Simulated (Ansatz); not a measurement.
`[CH3][Nb](=[O])([F])[F]` + NH₃ → `[CH3][Nb]([NH2])(=[O])[F]` + H–F at 400 K and 1 bar (ligand exchange at the Nb–F bond).

Gas-phase electronic energies from Ansatz, PBE0-D4/def2-TZVP geometries. CBS: MP2 limit from def2 TZ/QZ plus the TZ coupled-cluster correction, frozen cores. This one scheme is used for every species. Elements past krypton have def2 core potentials. For Nb outer-core shells are correlated without core-valence functions, which leaves a few kJ/mol of doubt a bond. One conformer a species, not always the lowest.

```json
{"species": "`[CH3][Nb](=[O])([F])[F]`", "CCSD(T)/CBS energy (Eh)": "-371.72018", "H − E (kJ/mol)": "143.8", "S (J/(mol·K))": "386.6"}
{"species": "NH₃", "CCSD(T)/CBS energy (Eh)": "-56.50880", "H − E (kJ/mol)": "104.2", "S (J/(mol·K))": "203.1"}
{"species": "`[CH3][Nb]([NH2])(=[O])[F]`", "CCSD(T)/CBS energy (Eh)": "-327.80729", "H − E (kJ/mol)": "208.7", "S (J/(mol·K))": "401.4"}
{"species": "H–F", "CCSD(T)/CBS energy (Eh)": "-100.39570", "H − E (kJ/mol)": "36.5", "S (J/(mol·K))": "182.2"}
```

H − E and S are ideal-gas, rigid-rotor, harmonic terms from PBE0-D4/def2-TZVP, for one conformer and one mirror image of each species. 1 Eh = 2625.50 kJ/mol, R = 8.31446 J/(mol·K).

By hand: ΔE, ΔH, ΔS and ΔG.

ΔE = (-327.80729) + (-100.39570) − (-371.72018) − (-56.50880) = 0.02599 Eh = 68.2 kJ/mol. Δ(H − E) = 208.7 + 36.5 − 143.8 − 104.2 = -2.8, so ΔH = 65.4 kJ/mol. ΔS = 401.4 + 182.2 − 386.6 − 203.1 = -6.1 J/(mol·K). ΔG = 65.4 − 400 × (-6.1)/1000 = 67.8 kJ/mol.

By hand: the equilibrium constant, and the temperature at which ΔG would vanish if ΔH and ΔS stayed fixed.

log₁₀ K = −ΔG/(RT ln 10) = -8.9. ΔH and −TΔS have one sign here, so there is no such temperature.

The number of gas molecules stays the same, so ΔS is small and ΔH decides. A doubt of 5 kJ/mol in ΔE shifts log₁₀ K by 0.7 here. Other conformers and mirror images would add mixing entropy, several J/(mol·K) or more a flexible species. These are equilibria of isolated gas molecules and say nothing of rates. Largest T1 diagnostic: 0.022 (customary marks: 0.02 for closed shells, 0.045 for open ones).

ΔS is within the doubt of such terms, so its sign, and with it that verdict, could turn.
